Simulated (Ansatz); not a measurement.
`C[SiH2]C[S][AlH2]` + `[SiH3][SiH2]S` → `[AlH2][SiH2][SiH3]` + `C[SiH2]CSS`  (redistribution)

Gas-phase electronic energies from Ansatz, PBE0-D4/def2-TZVP geometries. CBS: MP2 limit from def2 TZ/QZ plus the TZ coupled-cluster correction, frozen cores. Each species was taken in one conformer, which may not be the lowest.

`C[SiH2]C[S][AlH2]`:

Cartesian coordinates in Å:
```
C 0.971 1.991 0.267
Si 1.004 0.309 1.064
C -0.181 -0.871 0.180
S 0.393 -1.067 -1.568
Al -1.713 -1.632 -1.609
H -0.025 2.435 0.335
H 1.676 2.663 0.762
H 1.243 1.918 -0.787
H 0.577 0.389 2.490
H 2.357 -0.303 1.003
H -0.211 -1.830 0.703
H -1.176 -0.388 0.263
H -2.789 -0.500 -1.866
H -2.125 -3.113 -1.237
```

`[SiH3][SiH2]S`:

Z-matrix (Å, degrees):
```
Si
Si 1 2.338
H 1 1.487 2 109.5
H 1 1.486 2 110.0 3 119.9
H 1 1.486 2 110.0 3 -119.8
S 2 2.143 1 106.2 3 -179.6
H 2 1.488 1 110.6 3 60.1
H 2 1.488 1 110.6 3 -59.3
H 6 1.344 2 95.4 1 -179.6
```

`[AlH2][SiH2][SiH3]`:

Cartesian coordinates in Å:
```
Al 2.091 0.736 -0.127
Si -0.320 0.771 -0.543
Si -1.322 -1.086 0.475
H 2.689 1.422 1.175
H 3.064 -0.026 -1.124
H -0.641 0.711 -1.999
H -0.970 1.992 0.016
H -2.792 -1.122 0.249
H -0.730 -2.341 -0.065
H -1.070 -1.056 1.943
```

`C[SiH2]CSS`:

Cartesian coordinates in Å:
```
C 0.231 -1.865 -0.171
Si 0.664 -0.127 -0.697
C -0.850 0.988 -0.575
S -1.516 1.111 1.112
S -0.191 2.317 2.076
H 1.113 -2.508 -0.189
H -0.518 -2.301 -0.837
H -0.175 -1.868 0.843
H 1.149 -0.110 -2.107
H 1.745 0.423 0.164
H -0.675 1.993 -0.965
H -1.673 0.554 -1.156
H 0.696 1.395 2.502
```

| species | CCSD(T)/CBS(def2) energy (Eh) |
| --- | --- |
| `C[SiH2]C[S][AlH2]` | -1010.41668 |
| `[SiH3][SiH2]S` | -979.55409 |
| `[AlH2][SiH2][SiH3]` | -824.34741 |
| `C[SiH2]CSS` | -1165.56367 |

Work out ΔE.

ΔE = (-824.34741) + (-1165.56367) − (-1010.41668) − (-979.55409) = 0.05969 Eh = +156.7 kJ/mol.

Largest T1 diagnostic among the species: 0.013.

From PBE to PBE0 (25 % exact exchange), in def2-TZVPP and without D4, ΔE moves by +9.7 kJ/mol.
